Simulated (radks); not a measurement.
The numbers below are computed, except where a source is named.
Q: The potassium ion K+, 18 electrons, occupied as [Ar] (the NIST ground configuration). Level of theory: scalar-relativistic Kohn-Sham, LDA (Slater exchange, Perdew-Zunger correlation), spin-polarised, spherical densities, point nucleus (a radial shooting solver on a logarithmic mesh with Libxc functionals). Some entries of the table are withheld. Estimate them.

orbital,occ.,eigenvalue (hartree),<r^2> (bohr^2),<r> (bohr)
1s,2,-129.2762,0.008878,0.08124
2s,2,-13.17400,0.1795,0.3890
2p,6,-10.51958,0.1530,(1)
3s,2,-1.51982,(2),1.268
3p,6,-0.91765,2.419,1.427

A: 
(1) 2p <r> (bohr): 0.3512
(2) 3s <r^2> (bohr^2): 1.865
